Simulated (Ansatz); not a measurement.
Rb₂F₃. Total charge 0; doublet. Geometry PBE0-D4/def2-SVPD, that of the charge -1 singlet.

| atom | x (Å) | y (Å) | z (Å) |
| --- | --- | --- | --- |
| Rb1 | 1.426 | 2.217 | 0.515 |
| Rb2 | -0.575 | -0.902 | -0.216 |
| F3 | 0.222 | 1.452 | -1.522 |
| F4 | 0.880 | 0.224 | 1.898 |
| F5 | -1.953 | -2.991 | -0.674 |

In the def2 sets Rb takes a core potential; there is no spin–orbit coupling. The structure comes from a short search, and lower isomers may exist.

**Question.** Estimate the α-spin orbital energies around the gap (eV) in Ansatz with PBE-D4/def2-TZVPD, r2SCAN-D4/def2-TZVPD, PBE0-D4/def2-TZVPD.

**Answer.** 
```csv
orbital,PBE-D4/def2-TZVPD,r2SCAN-D4/def2-TZVPD,PBE0-D4/def2-TZVPD
HOMO−5,-7.48,-7.96,-9.09
HOMO−4,-7.47,-7.95,-9.06
HOMO−3,-7.22,-7.45,-8.64
HOMO−2,-7.14,-7.40,-8.58
HOMO−1,-7.14,-7.39,-8.57
HOMO,-7.10,-7.34,-8.53
LUMO,-1.42,-0.67,-0.74
LUMO+1,-0.53,0.06,-0.09
LUMO+2,-0.14,0.27,0.23
LUMO+3,0.05,0.43,0.42
LUMO+4,0.32,0.63,0.56
LUMO+5,0.38,0.64,0.57
β HOMO,-6.89,-6.89,-7.63
β LUMO,-6.78,-6.77,-6.60
```
